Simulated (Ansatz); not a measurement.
Consider the redistribution: `N#[C][SnH]([F])[F]` + `[SiH3]O[Si](Cl)(Cl)Cl` → `[F][SnH]([F])[O][SiH3]` + `N#C[Si](Cl)(Cl)Cl`.

Program: Ansatz. Geometries: PBE0-D4/def2-TZVP. ΔE: electronic, gas phase. CCSD(T)/CBS is the MP2 limit (def2-TZVPP, def2-QZVPP) plus CCSD(T) − MP2 in def2-TZVPP, frozen cores. Functionals use def2-TZVPP. B3LYP here is the variant with VWN-RPA as its local correlation; programs differ in this. Elements past krypton have def2 core potentials. For Sn outer-core shells are correlated without core-valence functions, which leaves a few kJ/mol of doubt a bond. Each species was taken in one conformer, which may not be the lowest.

Q: Is it downhill or uphill in electronic energy at CCSD(T)/CBS, and by how much? (Estimate.)

A: The calculation gave: Uphill: ΔE = +66.4 kJ/mol.

Q: What do these levels give: B3LYP-D4, ωB97X-V, ωB97M-V, PBE, MP2/def2-TZVPP, SCS-MP2/def2-QZVPP? (Estimate.)

A: The calculation gave: B3LYP-D4 68.7, ωB97X-V 69.5, ωB97M-V 71.5, PBE 57.8, MP2/def2-TZVPP 67.9, SCS-MP2/def2-QZVPP 66.0 kJ/mol.

Largest T1 diagnostic among the species: 0.015.

From PBE to PBE0 (25 % exact exchange), in def2-TZVPP and without D4, ΔE moves by +8.3 kJ/mol. In def2-TZVPP, CCSD(T) changes the Hartree–Fock value by −11.5 kJ/mol (the triples alone add −2.9 kJ/mol) and MP2 by −14.6 kJ/mol.
